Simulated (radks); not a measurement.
Effect of the nuclear size on neutral cerium, [Xe] 4f1 5d1 6s2. Calculated with a radial shooting solver on a logarithmic mesh with Libxc functionals: Dirac Kohn-Sham, LDA (Slater exchange, Perdew-Wang correlation), spin-unpolarised, spherical densities, finite nucleus; open shells fill j = l - 1/2 first; Fermi nuclear charge, rms radius 4.8771 fm. The rms radius is varied about that value; shifts are against it.

| rms radius (fm) | total energy shift (eV) | density at nucleus (e/bohr^3) | 1s1/2 shift (meV) | 2s1/2 shift (meV) | 5p1/2 shift (meV) | 6s1/2 shift (meV) | 5d3/2 shift (meV) | 6p1/2 (empty) shift (meV) |
|---|---|---|---|---|---|---|---|---|
| 4.1114 | -3.03 | 3.952e+05 | -1260 | -154 | 0.202 | -0.071 | 0.124 | 0.052 |
| 4.6576 | -0.910 | 3.851e+05 | -378 | -46.2 | 0.061 | -0.021 | 0.037 | 0.016 |
| 4.8771 | 0 | 3.814e+05 | 0.000 | 0.000 | 0.000 | 0.000 | 0.000 | 0.000 |
| 5.3209 | 1.94 | 3.746e+05 | 806 | 98.5 | -0.129 | 0.045 | -0.080 | -0.034 |
| 5.8525 | 4.44 | 3.672e+05 | 1850 | 225 | -0.296 | 0.104 | -0.183 | -0.077 |

Slopes of the eigenvalues against <r^2> in GHz/fm^2, as finite differences over the two radii next to the reference (eigenvalue slopes, not the field-shift constants of lines): 1s1/2 43300, 2s1/2 5290, 5p1/2 -6.93, 6s1/2 2.43, 5d3/2 -4.28, 6p1/2 (empty) -1.80.
